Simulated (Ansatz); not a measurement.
System: H2S2, charge 0, singlet. H2S2 (SMILES SS).
B3LYP-D3(BJ)/def2-TZVP minimum from Ansatz (an electronic-structure program):
```
S
H 1 1.3476
S 1 2.0719 2 98.52
H 3 1.3476 1 98.52 2 -90.39
```

Total energies in hartree (Ansatz). UHF or UKS for unpaired electrons; spin-orbit terms are left out. Correlated methods leave the cores frozen. No relativity. For partners of very few electrons the exact lower level stands in for a higher one.

```csv
species,HF/cc-pV(T+d)Z,CCSD(T)/cc-pV(T+d)Z,HF/cc-pV(Q+d)Z,CCSD(T)/cc-pV(Q+d)Z,CCSDT(Q)/cc-pV(T+d)Z
1: H2S2 (SMILES SS),-796.26498,-796.67732,-796.27249,-796.71514,-796.67948
2: S (triplet),-397.50938,-397.65444,-397.51264,-397.66785,-397.65537
3: H (doublet),-0.49981,-0.49981,-0.49995,-0.49995,-0.49981
```

### Question
Work out the atomisation energy (electronic, to ground-state atoms) in kJ/mol: take Hartree-Fock from cc-pV(Q+d)Z, extrapolate the CCSD(T) correlation energy as X^-3 (X = 3, 4), and add CCSDT(Q) - CCSD(T) in cc-pV(T+d)Z. 1 hartree = 2625.5 kJ/mol.

### Answer

Species 1: correlation (64·(-0.44265) - 27·(-0.41234))/37 = -0.46477; step -0.00216; E1 = -796.27249 + (-0.46477) + (-0.00216) = -796.73942
Species 2: correlation (64·(-0.15521) - 27·(-0.14506))/37 = -0.16262; step -0.00093; E2 = -397.51264 + (-0.16262) + (-0.00093) = -397.67619
Species 3: correlation (64·(0.00000) - 27·(0.00000))/37 = 0.00000; step +0.00000; E3 = -0.49995 + (0.00000) + (+0.00000) = -0.49995
-1·E1 +2·E2 +2·E3 = 0.38714 hartree = 1016.4 kJ/mol.
